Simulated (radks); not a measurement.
Question: These are the eigenvalues of the occupied orbitals of an atom or ion with whole-number occupations (eV). Calculated with a radial shooting solver on a logarithmic mesh with Libxc functionals: scalar-relativistic Kohn-Sham, revPBE, spin-polarised, spherical densities, finite nucleus; Fermi nuclear charge, rms radius of each element as measured or else 0.836 A^(1/3) + 0.57 fm.

orbital  eigenvalue
1s up     -24158.24
1s down   -24155.92
2s up     -4440.825
2s down   -4433.171
2p up     -4100.001
2p down   -4093.702
3s up     -1528.231
3p up     -1417.808
3p down   -1404.694
3d up     -1263.625
4p up     -704.5032

Which element is it, and in what charge state? The configuration may be excited. Open shells, if any, are filled with parallel spins first.

Answer: Z = 45, rhodium, charge +25: Rh25+ in [Ne] 3s1 3p6 3d2 4p1. The list shows which subshells hold electrons but not how many an open one holds; the 1s level, -887.8 hartree, gives Z - s = 42.1 by -(Z - s)^2/2, which with screening and relativity narrows Z to a few neighbours, and the depths of the outer levels then fix element, charge and occupations together.
